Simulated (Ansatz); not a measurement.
Z-matrix (Å, degrees):
```
Ge
C 1 1.930
S 1 2.219 2 93.7
H 1 1.541 2 114.8 3 116.7
H 1 1.541 2 114.7 3 -116.7
C 2 1.328 1 113.8 3 0.0
H 2 1.084 1 125.1 3 -180.0
C 3 1.826 1 94.5 2 -0.1
H 6 1.090 2 121.1 1 -180.0
H 8 1.094 3 108.0 1 -122.3
H 8 1.094 3 107.9 1 122.5
```

Total charge 0; spin multiplicity 1.

(1) List the B3LYP/def2-TZVPP orbital energies in eV (the Gaussian-basis code of Ansatz). (An estimate is asked.)

Answers

(1) The calculation gave: Occupied: -10850.38, -2417.44, -1354.74, -1205.66, -1205.63, -1205.63, -277.89, -277.52, -277.00, -215.44, -169.29, -160.00, -159.91, -159.78, -119.60, -119.50, -119.50, -33.15, -33.11, -33.09, -33.03, -33.01, -22.58, -19.94, -18.19, -14.87, -14.40, -13.29, -12.31, -11.09, -9.77, -9.68, -8.91, -8.22, -7.68, -6.41. Lowest empty: -0.50, 0.07, 0.47, 0.85, 1.41, 1.94, 2.15, 2.22.

B3LYP here is the variant with VWN-RPA as its local correlation; programs differ in this.
